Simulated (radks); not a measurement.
Values are calculated unless marked as measured or tabulated.
Question: The thallium ion Tl2+, [Xe] 4f14 5d10 6s1. Level of theory: non-relativistic Kohn-Sham, exchange-only B88, spin-polarised, spherical densities, point nucleus (a radial shooting solver on a logarithmic mesh with Libxc functionals). Every spin shell is full or empty, so the densities are truly spherical. Functionals are evaluated on that one density, not self-consistently. Rank these exchange functionals by their error against the exact value of the orbitals, and give that value: LDA, PBE, PBEsol, RPBE, PW86, OPTX, G96, APBE, TPSS, SCAN, Tao-Mo.

Answer: Exact: -351.659 hartree. From best to worst, with 100 (|E| - |E exact|)/|E exact| (equal figures are ties): SCAN +0.05, RPBE -0.22, APBE +0.24, PBE -0.34, PW86 -0.39, TPSS -0.43, G96 +0.47, Tao-Mo -0.83, PBEsol -1.79, OPTX +1.92, LDA -3.78.
